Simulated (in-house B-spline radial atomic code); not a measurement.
Radial electron density of Rb, [Ne] 3s2 3p5 3d10 4s2 4p6 5s1 5f1. Level of theory: non-relativistic B3LYP, spherical fractional occupations, point nucleus, inside a hard spherical wall at 1.39 bohr; calculated with an all-electron radial atomic-structure program (B-spline basis).

Caution: exact exchange at fractional occupations of open shells leaves self-interaction of up to several eV.

Columns: r (bohr), 4πr²n(r) (electrons per bohr), bar.

```
 0.00174    1.185 #
 0.00206    1.623 #
 0.00243    2.197 ##
 0.00287    2.966 ##
  0.0034    4.003 ###
 0.00401    5.323 ####
 0.00474    7.046 ######
 0.00561    9.255 #######
 0.00662    11.96 #########
 0.00783     15.3 ############
 0.00925    19.23 ###############
  0.0109    23.65 ###################
  0.0129    28.61 ######################
  0.0153    33.77 ###########################
  0.0181    38.56 ##############################
  0.0213    42.42 #################################
  0.0252    45.04 ###################################
  0.0298    45.87 ####################################
  0.0352    44.85 ###################################
  0.0416    42.48 #################################
  0.0492    39.85 ###############################
  0.0581    38.54 ##############################
  0.0687    39.86 ###############################
  0.0812    44.19 ###################################
   0.096    50.26 #######################################
   0.113    55.16 ###########################################
   0.134    55.99 ############################################
   0.158    51.21 ########################################
   0.187    42.48 #################################
   0.221    34.78 ###########################
   0.261    32.64 ##########################
   0.309     36.6 #############################
   0.365     41.8 #################################
   0.432     42.1 #################################
    0.51    36.03 ############################
   0.603    27.98 ######################
   0.712    23.01 ##################
   0.842    21.66 #################
   0.995     21.4 #################
    1.18    12.39 ##########
    1.38  0.03835
```

On this grid the curve has 3 maxima, near 0.0298, 0.134, 0.432 bohr.

The 5f radial function P(r) = rR(r), positive near the nucleus:

```csv
r (bohr),P
0.0416,0.00142
0.0581,0.004717
0.0812,0.01498
0.113,0.04415
0.158,0.122
0.221,0.3041
0.309,0.6569
0.432,1.141
0.603,1.288
0.842,0.08525
1.18,-1.167
```
